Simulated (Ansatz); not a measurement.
Reaction (cleavage of the B–Si bond): `B[Si](O)(F)F` + HI → `BI` + `O[SiH](F)F`

Program: Ansatz. Geometries: PBE0-D4/def2-TZVP. ΔE: electronic, gas phase. CCSD(T)/CBS adds triple-zeta CCSD(T) − MP2 to the extrapolated MP2 energy (def2 sets, frozen cores). DFT in def2-TZVPP. B3LYP here is the variant with VWN-RPA as its local correlation; programs differ in this. HSE06 is defined as in plane-wave codes. Elements past krypton have def2 core potentials. For I outer-core shells are correlated without core-valence functions, which leaves a few kJ/mol of doubt a bond. Each species was taken in one conformer, which may not be the lowest.

`B[Si](O)(F)F`:

Cartesian coordinates in Å:
```
B -0.958 -0.832 0.815
Si 0.081 0.398 -0.374
O 1.657 0.016 -0.299
F -0.471 0.267 -1.862
F -0.083 1.944 -0.025
H -1.754 -0.429 1.606
H -0.791 -2.011 0.730
H 2.318 0.647 -0.592
```

HI:

Z-matrix (Å, degrees):
```
I
H 1 1.610
```

`BI`:

```xyz
4

B     0.103   -0.021   -0.225
I    -0.771    0.156    1.675
H    -0.226   -0.939   -0.902
H     0.894    0.805   -0.549
```

`O[SiH](F)F`:

```xyz
6

O     0.727   -0.928    0.480
Si   -0.140    0.359    0.037
F    -1.672   -0.011   -0.124
F     0.317    0.897   -1.381
H     0.745   -1.719   -0.060
H     0.023    1.402    1.049
```

| level | ΔE (kJ/mol) | difference from CCSD(T)/CBS |
| --- | --- | --- |
| PBE-D4 | -98.4 | 6.8 |
| revPBE-D4 | -96.3 | 8.9 |
| BLYP-D4 | -96.4 | 8.8 |
| r2SCAN-D4 | -103.4 | 1.8 |
| B97M-V | -94.4 | 10.8 |
| PBE0-D4 | -98.7 | 6.5 |
| B3LYP-D4 | -97.2 | 8.0 |
| r2SCANh-D4 | -103.6 | 1.6 |
| HSE06-D4 | -99.3 | 5.9 |
| BHLYP-D4 | -98.5 | 6.7 |
| CAM-B3LYP-D4 | -94.3 | 10.9 |
| ωB97X-V | -94.5 | 10.7 |
| ωB97M-V | -99.6 | 5.6 |
| B2PLYP | -104.8 | 0.4 |
| PBE | -99.8 | 5.4 |
| revPBE | -99.4 | 5.8 |
| BLYP | -98.9 | 6.3 |
| r2SCAN | -103.9 | 1.3 |
| PBE0 | -99.9 | 5.3 |
| B3LYP | -99.2 | 6.0 |
| r2SCANh | -104.2 | 1.0 |
| r2SCAN0 | -104.5 | 0.7 |
| HSE06 | -100.4 | 4.8 |
| BHLYP | -99.6 | 5.6 |
| CAM-B3LYP | -95.6 | 9.6 |
| LC-ωPBE | -92.2 | 13.0 |
| RPA@PBE/def2-TZVPP | -103.4 | 1.8 |
| HF/def2-SVP | -95.1 | 10.1 |
| CCSD/def2-SVP | -98.6 | 6.6 |
| CCSD(T)/def2-SVP | -101.1 | 4.1 |
| HF/def2-TZVPP | -99.9 | 5.3 |
| MP2/def2-TZVPP | -115.4 | -10.2 |
| SCS-MP2/def2-TZVPP | -109.8 | -4.6 |
| CCSD/def2-TZVPP | -100.5 | 4.7 |
| CCSD(T)/def2-TZVPP | -103.6 | 1.6 |
| HF/def2-QZVPP | -100.6 | 4.6 |
| MP2/def2-QZVPP | -116.5 | -11.3 |
| SCS-MP2/def2-QZVPP | -110.7 | -5.5 |
| HF/CBS(def2) | -100.7 | 4.5 |
| MP2/CBS(def2) | -117.0 | -11.8 |
| CCSD(T)/CBS | -105.2 | 0 |

Largest T1 diagnostic among the species: 0.012.

In def2-TZVPP, CCSD(T) changes the Hartree–Fock value by −3.6 kJ/mol (the triples alone add −3.1 kJ/mol) and MP2 by −15.5 kJ/mol. At CCSD(T), def2-SVP lies +4.1 kJ/mol from the extrapolated value and def2-TZVPP +1.6 kJ/mol. Leaving LDA and LC-ωPBE aside and taking each functional with its dispersion term where it has one, the values, not all of them listed here, spread over 12.1 kJ/mol, from PBE-QIDH to CAM-B3LYP-D4.
